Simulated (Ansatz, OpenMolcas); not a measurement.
## CH6ClNSi (SMILES C[SiH](N)Cl): methods side by side

CH6ClNSi: 10 atoms, total charge 0, spin state singlet. As SMILES, `C[SiH](N)Cl`. The coordinates come from a PBE0-D4/def2-TZVP relaxation. This is one conformer, not always the lowest.

Each level gives the vertical ionisation energy (to the doublet cation) (eV). The values are calculated.

```tsv
level	kind	program	value (eV)	CPU time (all runs)
HF/6-31G* (spherical functions)	Hartree–Fock	Ansatz	9.06	12 s
BLYP/6-31G* (spherical functions)	GGA	Ansatz	9.43	28 s
M06-2X/6-31G* (spherical functions)	hybrid meta-GGA	OpenMolcas	10.30	2.2 min
r2SCAN0/6-31G* (spherical functions)	hybrid meta-GGA	Ansatz	10.02	56 s
CAM-B3LYP/6-31G* (spherical functions)	range-separated hybrid	Ansatz	10.14	32 s
wB97M-V/6-31G* (spherical functions)	range-separated hybrid	Ansatz	10.21	3.8 min
RPA@PBE0/6-31G* (spherical functions)	RPA	Ansatz	9.72	51 s
BCCD(T)/6-31G* (spherical functions)	coupled cluster or CI	Ansatz	9.83	86 s
```

The values span 9.06 to 10.30 eV. CPU times are rough (shared hosts, several kinds of processor and program).
